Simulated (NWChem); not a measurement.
System meant: CH₆ClNOSi; SMILES NC[Si@H](O)Cl

NWChem input:

```
start job
memory heap 200 mb stack 900 mb global 1100 mb
geometry units angstroms noautoz
  N      0.420141    -2.605370    -0.035046
  C      0.919012    -1.251722    -0.263186
  Si    -0.256051     0.065751     0.381755
  O     -1.769530    -0.118421    -0.278505
  Cl     0.488657     1.957485    -0.061151
  H      0.357861    -2.806196     0.961530
  H     -0.524278    -2.705204    -0.404245
  H      1.098702    -1.098202    -1.342583
  H      1.912002    -1.137805     0.204429
  H     -0.461493    -0.050521     1.848008
  H     -1.878808     0.117209    -1.204966
end
basis spherical
  N library def2-svp
  C library def2-svp
  Si library def2-svp
  O library def2-svp
  Cl library def2-svp
  H library def2-svp
end
dft
  odft
  mult 2
  xc b3lyp
  iterations 150
  mulliken
end
task dft energy
```

End of the output:

```
 Summary of "ao basis" -> "" (spherical)
 ------------------------------------------------------------------------------
       Tag                 Description            Shells   Functions and Types
 ---------------- ------------------------------  ------  ---------------------
 N                          def2-svp                 6       14   3s2p1d
 C                          def2-svp                 6       14   3s2p1d
 Si                         def2-svp                 8       18   4s3p1d
 O                          def2-svp                 6       14   3s2p1d
 Cl                         def2-svp                 8       18   4s3p1d
 H                          def2-svp                 3        5   2s1p

                                 NWChem DFT Module
                                 -----------------

 Summary of "ao basis" -> "ao basis" (spherical)
 ------------------------------------------------------------------------------
       Tag                 Description            Shells   Functions and Types
 ---------------- ------------------------------  ------  ---------------------
 N                          def2-svp                 6       14   3s2p1d
 C                          def2-svp                 6       14   3s2p1d
 Si                         def2-svp                 8       18   4s3p1d
 O                          def2-svp                 6       14   3s2p1d
 Cl                         def2-svp                 8       18   4s3p1d
 H                          def2-svp                 3        5   2s1p

  number of electrons :                   58
  multiplicity        :                    2
 ------------------------------------------------------------------------
  no. of electrons and multiplicity not compatible                  58
 ------------------------------------------------------------------------
 ------------------------------------------------------------------------
  current input line :
    31: task dft energy
 ------------------------------------------------------------------------
 ------------------------------------------------------------------------
 There is an error in the input file
 ------------------------------------------------------------------------
 For more information see the NWChem manual at https://nwchemgit.github.io

0: no. of electrons and multiplicity not compatible:Received an Error in Communication
```

Task: Can this run be used? If not, why, and what is the fix?

Result: The input was rejected before any calculation. Cause: the multiplicity doesn't fit the number of electrons (an even count wants an odd multiplicity, and the reverse). This input runs:
```
start job
memory heap 200 mb stack 900 mb global 1100 mb
geometry units angstroms noautoz
  N      0.420141    -2.605370    -0.035046
  C      0.919012    -1.251722    -0.263186
  Si    -0.256051     0.065751     0.381755
  O     -1.769530    -0.118421    -0.278505
  Cl     0.488657     1.957485    -0.061151
  H      0.357861    -2.806196     0.961530
  H     -0.524278    -2.705204    -0.404245
  H      1.098702    -1.098202    -1.342583
  H      1.912002    -1.137805     0.204429
  H     -0.461493    -0.050521     1.848008
  H     -1.878808     0.117209    -1.204966
end
basis spherical
  N library def2-svp
  C library def2-svp
  Si library def2-svp
  O library def2-svp
  Cl library def2-svp
  H library def2-svp
end
dft
  xc b3lyp
  iterations 150
  mulliken
end
task dft energy
```
It converges to -921.14111 Ha (B3LYP/def2-SVP).
